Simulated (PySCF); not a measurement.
Job file and geometry (Å, from GFN2-xTB) of an NMR shielding run on SMILES CO[C@@H](C)CS(=O)(=O)Cl, C4H9ClO3S, GIAO PBE0/pcSseg-1 NMR shielding, non-relativistic, gas phase in PySCF 2.14.0, density-fitted response routines; density fitting, a coarse starting grid and PySCF grid level 2 are the driver's defaults:

```
$ OMP_NUM_THREADS=1 python probes_run.py task.json out

{"job": {"kind": "nmr", "xc": "PBE0", "basis": "pcSseg-1"}, "charge": 0, "multiplicity": 1}
C      1.677389     1.130754     0.585708
O      0.623872     0.202158     0.723260
C      0.174961    -0.406280    -0.479090
C      0.913643    -1.705838    -0.786361
C     -1.301035    -0.594327    -0.193558
S     -1.659993     0.989205     0.643259
O     -1.637408     0.938456     2.063483
O     -1.112863     2.099623    -0.065206
Cl    -3.659095     1.059684     0.195320
H      1.361032     1.977615    -0.031053
H      2.566908     0.662803     0.153154
H      1.898948     1.478437     1.592170
H      0.287625     0.305156    -1.309801
H      1.960738    -1.505074    -0.996667
H      0.851602    -2.373796     0.068593
H      0.469415    -2.187779    -1.652434
H     -1.486681    -1.369526     0.542350
H     -1.937817    -0.694955    -1.064785
```

**Question.** Write the output of this run.

**Answer.** 
```
coarse grid: 16432 points
cycle   1  E = -1240.6664309562  dE =  1.987e+00  |g| = 1.224e+00  |ddm| = 3.962e+00
cycle   2  E = -1239.9428904951  dE =  7.235e-01  |g| = 2.336e+00  |ddm| = 2.775e+00
cycle   3  E = -1240.9303770480  dE = -9.875e-01  |g| = 2.301e-01  |ddm| = 2.019e+00
cycle   4  E = -1240.9403436989  dE = -9.967e-03  |g| = 1.075e-01  |ddm| = 3.034e-01
cycle   5  E = -1240.9423144645  dE = -1.971e-03  |g| = 3.437e-02  |ddm| = 9.173e-02
cycle   6  E = -1240.9425185682  dE = -2.041e-04  |g| = 1.144e-02  |ddm| = 3.172e-02
cycle   7  E = -1240.9425410945  dE = -2.253e-05  |g| = 3.719e-03  |ddm| = 1.097e-02
cycle   8  E = -1240.9425433896  dE = -2.295e-06  |g| = 1.011e-03  |ddm| = 3.056e-03
final grid: 150296 points
cycle   9  E = -1241.0293204222  dE = -3.336e-05  |g| = 1.527e-02  |ddm| = 3.184e-02
cycle  10  E = -1241.0292639244  dE =  5.650e-05  |g| = 2.292e-02  |ddm| = 2.690e-02
cycle  11  E = -1241.0293635316  dE = -9.961e-05  |g| = 2.556e-03  |ddm| = 1.798e-02
cycle  12  E = -1241.0293647810  dE = -1.249e-06  |g| = 5.056e-04  |ddm| = 2.227e-03
cycle  13  E = -1241.0293648168  dE = -3.583e-08  |g| = 2.507e-04  |ddm| = 5.307e-04
cycle  14  E = -1241.0293648283  dE = -1.149e-08  |g| = 5.005e-05  |ddm| = 2.109e-04
cycle  15  E = -1241.0293648287  dE = -3.629e-10  |g| = 2.793e-05  |ddm| = 5.722e-05
converged SCF energy = -1241.0293648287

GIAO shielding tensors (ppm)
atom      isotropic    diamagn.    paramagn.     s11        s22        s33       span
  0 C      129.099     246.494    -117.394     92.865    109.419    185.015     92.150
  1 O      267.984     402.943    -134.959    231.413    262.036    310.503     79.089
  2 C      112.793     248.817    -136.024     83.673     98.876    155.830     72.157
  3 C      169.645     246.622     -76.977    150.738    169.328    188.871     38.133
  4 C      101.474     259.028    -157.554     52.549     90.782    161.092    108.543
  5 S      180.785    1047.621    -866.836     19.850    105.647    416.859    397.009
  6 O       20.245     398.004    -377.759    -42.836     38.851     64.720    107.556
  7 O       59.544     401.879    -342.335    -17.122     82.515    113.238    130.361
  8 Cl     365.947    1143.973    -778.027      4.084     79.891   1013.866   1009.782
  9 H       28.210      31.118      -2.908     23.440     27.807     33.383      9.943
 10 H       28.365      30.672      -2.307     23.597     26.387     35.112     11.515
 11 H       28.089      30.014      -1.925     23.985     25.108     35.174     11.189
 12 H       28.116      34.200      -6.085     25.324     28.983     30.040      4.716
 13 H       29.919      29.992      -0.073     25.046     28.450     36.261     11.215
 14 H       30.758      30.307       0.451     26.637     28.983     36.653     10.016
 15 H       30.857      29.398       1.458     26.390     28.355     37.825     11.435
 16 H       27.771      32.395      -4.624     24.463     28.794     30.055      5.592
 17 H       27.855      31.216      -3.361     23.696     29.210     30.658      6.962
```

**Question.** Turn these shieldings into chemical shifts. δ = σ(ref) − σ, references computed at the same level: TMS for 13C (186.93 ppm) and 1H (31.72 ppm); 17O (336.08 ppm) vs H2O; 33S (503.73 ppm) vs CS2; 35Cl (949.78 ppm) vs HCl.

**Answer.** Averaging equivalent atoms: C 4: 85.5; C 2: 74.1; C 0: 57.8; C 3: 17.3; O 6: 315.8; O 7: 276.5; O 1: 68.1; S 5: 323; Cl 8: 584; H 16: 3.95; H 17: 3.86; H 12: 3.60; H 9/10/11: 3.50; H 13/14/15: 1.21 ppm. Unscaled 17O shifts of doubly bonded oxygen tend to come out too high, by tens of ppm or more. Experimental scales use liquid or dissolved standards, which lie at an offset from isolated H2O (liquid H2O: subtract about 36 ppm).

Size and cost of the density-fitted run: 212 basis functions, 46 s wall time on 1 thread of an Arm Neoverse V1, shared host; peak memory 1 GiB.
